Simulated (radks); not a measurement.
Problem. Os XII, 65 electrons, occupied as [Kr] 4d10 4f14 5s2 5p3 (the NIST ground configuration). Calculated with a radial shooting solver on a logarithmic mesh with Libxc functionals: scalar-relativistic Kohn-Sham, LDA (Slater exchange, VWN5 correlation), spin-polarised, spherical densities, finite nucleus; open shells are filled with parallel spins first (spin-orbit coupling, left out, can overturn this in heavy ions); Fermi nuclear charge, rms radius 5.4126 fm. Some entries of the table are withheld. Estimate them.

| orbital | occ. | eigenvalue (eV) | <r^2> (bohr^2) |
|---|---|---|---|
| 1s up | 1 | -73982.38 | 0.0004341 |
| 1s down | 1 | -73981.91 | 0.0004341 |
| 2s up | 1 | -13047.86 | 0.006650 |
| 2s down | 1 | -13047.58 | 0.006650 |
| 2p up | 3 | -11395.14 | 0.005534 |
| 2p down | 3 | -11394.76 | 0.005534 |
| 3s up | 1 | -3182.542 | 0.04305 |
| 3s down | 1 | -3182.249 | 0.04305 |
| 3p up | 3 | -2696.980 | 0.04391 |
| 3p down | 3 | -2696.654 | 0.04390 |
| 3d up | 5 | -2152.789 | 0.03636 |
| 3d down | 5 | -2152.471 | 0.03636 |
| 4s up | 1 | -820.8339 | 0.2105 |
| 4s down | 1 | -820.2922 | 0.2104 |
| 4p up | 3 | -661.2977 | 0.2397 |
| 4p down | 3 | -660.6890 | 0.2393 |
| 4d up | 5 | -462.8417 | (1) |
| 4d down | 5 | -462.0839 | (2) |
| 5s up | 1 | (3) | 1.002 |
| 5s down | 1 | (4) | 0.9981 |
| 4f up | 7 | -241.2494 | 0.3522 |
| 4f down | 7 | -240.1139 | 0.3466 |
| 5p up | 3 | -226.1584 | 1.226 |
| 5p down | 0 | -222.0924 | 1.227 |

Solution. 
(1) 4d up <r^2> (bohr^2): 0.2750
(2) 4d down <r^2> (bohr^2): 0.2739
(3) 5s up eigenvalue (eV): -272.2646
(4) 5s down eigenvalue (eV): -268.4246
